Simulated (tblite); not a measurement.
C6H8ClNS.
SMILES with atom numbers: `[N:1]#[C:2]/[C:3]([Cl:4])=[CH:5]/[CH2:6][CH2:7][CH2:8][SH:9]` (hydrogens: H10 on C5; H11, H12 on C6; H13, H14 on C7; H15, H16 on C8; H17 on S9)

Structure optimised with GFN2-xTB, isolated species.

(1) List the bond lengths, angles and torsions at this level.

Results:

(1) 
```tsv
bond	length (bohr)	order
N1≡C2	2.165	triple
C2–C3	2.668	single
C3–Cl4	3.291	single
C3=C5	2.523	double
C5–C6	2.810	single
C6–C7	2.902	single
C7–C8	2.872	single
C8–S9	3.452	single
C5–H10	2.045	single
C6–H11, C6–H12	2.063	single
C7–H13, C7–H14	2.064	single
C8–H15, C8–H16	2.060	single
S9–H17	2.516	single
```

Bonds in one row agree within 0.02 bohr and their mean is given. Orders are formal, as drawn. A selection of angles:
```tsv
angle	degrees
N1–C2–C3	179.1
C2–C3–Cl4	113.4
C2–C3–C5	122.8
Cl4–C3–C5	123.8
C3–C5–C6	125.6
C3–C5–H10	117.6
C6–C5–H10	116.7
C5–C6–C7	110.5
C5–C6–H11	110.2
C7–C6–H11	109.6
H11–C6–H12	108.7
C6–C7–C8	110.9
C6–C7–H13	109.9
C8–C7–H13	109.3
H13–C7–H14	107.9
C7–C8–S9	111.9
C7–C8–H15	111.1
S9–C8–H15	104.8
S9–C8–H16	108.2
H15–C8–H16	109.0
C8–S9–H17	96.1
```

Dihedral angles: C2–C3–C5–C6 179° (antiperiplanar); C3–C5–C6–C7 -111° (anticlinal); C5–C6–C7–C8 -178° (antiperiplanar); C6–C7–C8–S9 178° (antiperiplanar); H17–S9–C8–C7 63° (synclinal). The mirror-image conformer, all signs reversed, is as good.

Of the pairs four or more bonds apart, Cl4···H11 is among the closest relative to their van der Waals radii: 2.66 Å, 90 % of the sum of Bondi's values. The 5 C–C bonds span 1.335 Å (C3=C5, drawn double) to 1.536 Å (C6–C7, drawn single), a spread of 0.201 Å.

Point group: C1 (no symmetry element, even within 0.4 Å). Its lowest GFN2-xTB frequency is 13 cm⁻¹, too small to tell a flat minimum from a shallow saddle. One conformer, not necessarily the lowest (C3–C5–C6–C7 -111°, C5–C6–C7–C8 -178°, C6–C7–C8–S9 178°, C7–C8–S9–H 63°). 3 starts were optimised and ended at 0.00, 0.10 and 2.56 kcal/mol (GFN2-xTB); the lowest of these is shown.

The numbers are calculated, not measured.
